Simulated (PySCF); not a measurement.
# Ag²⁺ (silver, charge +2) across methods

[Kr] 4d8 5s1, high-spin 4F determinant (an excited configuration). Computed with PySCF 2.14 in x2c-QZVPPall (13s8p7d4f2g, 118 functions), with the spin-free X2C one-electron Hamiltonian (Gaussian nucleus).

```
   method  E (hartree)  mean ε 4d α (eV)  mean ε 4d β (eV)  mean ε 5s α (eV)  Σ⟨r²⟩ (bohr²)   ⟨S²⟩
      PBE     -5313.68           -33.797           -32.179           -23.203          33.38  3.751
   r2SCAN     -5314.10           -34.386           -32.640           -23.422          33.25  3.752
     BLYP     -5314.28           -33.555           -32.089           -23.171          33.45  3.750
CAM-B3LYP     -5314.38           -37.452           -35.872           -25.393          33.40  3.751
      LDA     -5308.56           -33.948           -32.315           -23.566          33.35  3.750
  r2SCANh     -5314.10           -35.238           -33.468           -23.751          33.25  3.752
      UHF  -5311.65198           -41.945           -39.811           -25.802          33.49  3.753
     PBE0     -5313.76           -36.099           -34.367           -24.011          33.31  3.751
```
